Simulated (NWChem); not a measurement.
System meant: SnH2F2; SMILES [F][SnH2][F]

The following NWChem deck was run.

```
start job
memory heap 200 mb stack 900 mb global 1100 mb
geometry units angstroms noautoz
  Sn     0.000000     0.000000    -0.266681
  F     -1.516455     0.000000     0.928190
  F      1.516455     0.000000     0.928190
  H      0.000000     1.494624    -1.075845
  H      0.000000    -1.494624    -1.075845
end
basis spherical
  Sn library def2-svp
  F library def2-svp
  H library def2-svp
end
dft
  xc pbe0
  iterations 150
  mulliken
end
task dft energy
```

End of the output:

```
             Grid Information
             ----------------
          Grid used for XC integration:  medium
          Radial quadrature: Mura-Knowles
          Angular quadrature: Lebedev.
          Tag              B.-S. Rad. Rad. Pts. Rad. Cut. Ang. Pts.
          ---              ---------- --------- --------- ---------
          Sn                  1.45      123           7.0       590
          F                   0.50       49           8.0       434
          H                   0.35       45           9.0       434
          Grid pruning is: on
          Number of quadrature shells:   217
          Spatial weights used:  Erf1

          Convergence Information
          -----------------------
          Convergence aids based upon iterative change in
          total energy or number of iterations.
          Levelshifting, if invoked, occurs when the
          HOMO/LUMO gap drops below (HL_TOL):  1.00D-02
          DIIS, if invoked, will attempt to extrapolate
          using up to (NFOCK): 10 stored Fock matrices.

                    Damping( 0%)  Levelshifting(0.5)       DIIS
                  --------------- ------------------- ---------------
          dE  on:    start            ASAP                start
          dE off:    2 iters        150 iters           150 iters

      Screening Tolerance Information
      -------------------------------
          Density screening/tol_rho:  1.00D-10
          AO Gaussian exp screening on grid/accAOfunc:  14
          CD Gaussian exp screening on grid/accCDfunc:  20
          XC Gaussian exp screening on grid/accXCfunc:  20
          Schwarz screening/accCoul:  1.00D-08

      Superposition of Atomic Density Guess
      -------------------------------------

      charge =      50.0 Sn (Tin)

      symmetry species            s     p     d     f
      number of basis functions =10     7     6
      number of cont. functions = 4     4     2
      number of closed shells   = 5     3     2
      number of open shells     = 0     1     0
      open shell occupation     = 0     2     0
 ------------------------------------------------------------------------
 atomscf:atomd: error in atom scf                   0
 ------------------------------------------------------------------------
 ------------------------------------------------------------------------
  current input line :
    20: task dft energy
 ------------------------------------------------------------------------
 ------------------------------------------------------------------------
 This error has not yet been assigned to a category
 ------------------------------------------------------------------------
 For more information see the NWChem manual at https://nwchemgit.github.io

0:atomscf:atomd: error in atom scf:Received an Error in Communication
```

Problem. Can this run be used? If not, why, and what is the fix?

Solution. The run crashed. Cause: the def2 basis of a heavy element holds valence functions alone and wants its effective core potential (without it all electrons must fit into that basis). This input runs:
```
start job
memory heap 200 mb stack 900 mb global 1100 mb
geometry units angstroms noautoz
  Sn     0.000000     0.000000    -0.266681
  F     -1.516455     0.000000     0.928190
  F      1.516455     0.000000     0.928190
  H      0.000000     1.494624    -1.075845
  H      0.000000    -1.494624    -1.075845
end
basis spherical
  * library def2-svp
end
ecp
  Sn library def2-ecp
end
dft
  xc pbe0
  iterations 150
  mulliken
end
task dft energy
```
It converges to -414.86501 Ha (PBE0/def2-SVP with def2 effective core potentials on Sn).
